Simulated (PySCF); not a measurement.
A structure optimised at B3LYP-D3(BJ)/def2-TZVP, used in a PySCF frequency run:

```xyz
4

B     -0.5522    -1.0980     0.0000
H     -1.7100    -1.3499     0.0000
F      0.3426    -2.0582     0.0000
Br     0.0397     0.7247     0.0000
```
Charge 0, spin multiplicity 1.

Task: Write its SMILES, formula and point group.

Result: FBBr, BBrFH, Cs

Task: What are its rotational constants (standard atomic weights)?

Result: 59.306, 3.6870, 3.4712 GHz
